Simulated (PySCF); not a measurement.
# TDDFT excited states: C4H6ClF3Si

Compound: C4H6ClF3Si.
SMILES: `FC(F)(F)C[C@]1(Cl)C[SiH2]1`

Method: TDDFT CAM-B3LYP/def2-SVPD, vertical, gas phase, core orbitals frozen in the response in PySCF. One conformer (not necessarily the lowest) at the GFN2-xTB geometry, without solvent, vibrations or thermal averaging. Torsions of this conformer, `[F:1][C:2]([F:3])([F:4])[CH2:5][C@:6]1([Cl:7])[CH2:8][SiH2:9]1`: F1–C2–C5–C6 -54°, C2–C5–C6–Cl7 -73°.

Task: List the vertical singlet excitations with oscillator strengths and describe the spectrum.

Result: 

```
state  E (eV)  ν̃ (cm⁻¹)       f  |μ| (D)  main configurations (H = HOMO, L = LUMO)
   S1    5.88      47460   0.079     1.88                    H→L (54%), H→L+2 (34%)
   S2    6.35      51230   0.132     2.34                    H→L+2 (54%), H→L (40%)
   S3    6.56      52950  0.0082     0.57      H→L+1 (56%), H-1→L (16%), H→L+3 (8%)
   S4    6.68      53890   0.011     0.66   H-1→L (51%), H→L+1 (21%), H-1→L+2 (15%)
   S5    7.15      57700   0.020     0.86   H→L+3 (31%), H-1→L+2 (30%), H-1→L (10%)
   S6    7.21      58170   0.032     1.08                H→L+3 (42%), H-1→L+2 (22%)
   S7    7.58      61170  0.0032     0.33   H-2→L (23%), H-2→L+2 (22%), H→L+4 (12%)
   S8    7.65      61710  0.0064     0.47   H→L+4 (33%), H→L+5 (24%), H-2→L+2 (13%)
```

Triplets (Tamm–Dancoff): T1 4.82 eV, H→L (84%); T2 5.50 eV, H→L+2 (73%); T3 6.15 eV, H-1→L (52%), H-1→L+2 (12%).

The lowest singlet lies at 5.88 eV (211 nm, ultraviolet) and is of moderate strength; its leading configuration is HOMO→LUMO (54%). The most intense listed level is S2 at 6.35 eV (195 nm, f = 0.132), 0.47 eV above S1. Löwdin shares by element: HOMO carbon 40% or more, chlorine 24%, silicon 22%; LUMO silicon 39%, carbon 11% or more, hydrogen 10% or more, chlorine 10% (atoms not listed hold the other 29%). Orbital energies (eV): HOMO-3 -11.47, HOMO-2 -10.53, HOMO-1 -9.56, HOMO -8.56, LUMO 0.39, LUMO+1 1.05, LUMO+2 1.20. Weighted by f, the mean energy of these states is 6.43 eV. The listed states span 1.77 eV. The window holds the lowest 8 singlets.

The run took 2.2 min on an Arm Neoverse N1 with one thread, no GPU (shared host), and the process peaked at 1.2 GiB of memory.

Without π bonds the low states are Rydberg-like; a valence basis with one diffuse set may place them up to an eV too high.
